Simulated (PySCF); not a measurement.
C₅H₅Cl, SMILES C(C/C=C/Cl)#C. Geometry: B3LYP-D3(BJ)/def2-SVP. The structure was generated by enumeration; whether it is a known compound was not checked. One conformer was computed; it need not be the lowest.

Computed equilibrium geometry at B3LYP-D3(BJ)/def2-SVP (PySCF confirms it by a frequency run) as bond lengths and angles (one conformer of several):
Atoms: C1 C2 C3 C4 C5 Cl6 H7 H8 H9 H10 H11. Bonds (Å): C1–C2 1.211, C1–H7 1.073, C2–C3 1.465, C3–C4 1.511, C3–H8 1.103, C3–H9 1.106, C4–C5 1.333, C4–H10 1.094, C5–Cl6 1.739, C5–H11 1.093. Bond angles (°): C2–C1–H7 179.7, C1–C2–C3 178.9, C2–C3–C4 112.8, C2–C3–H8 109.7, C2–C3–H9 108.6, C4–C3–H8 110.1, C4–C3–H9 109.3, H8–C3–H9 106.2, C3–C4–C5 122.8, C3–C4–H10 117.3, C5–C4–H10 120.0, C4–C5–Cl6 123.4, C4–C5–H11 123.3, Cl6–C5–H11 113.3.
Charge 0, spin multiplicity 1.
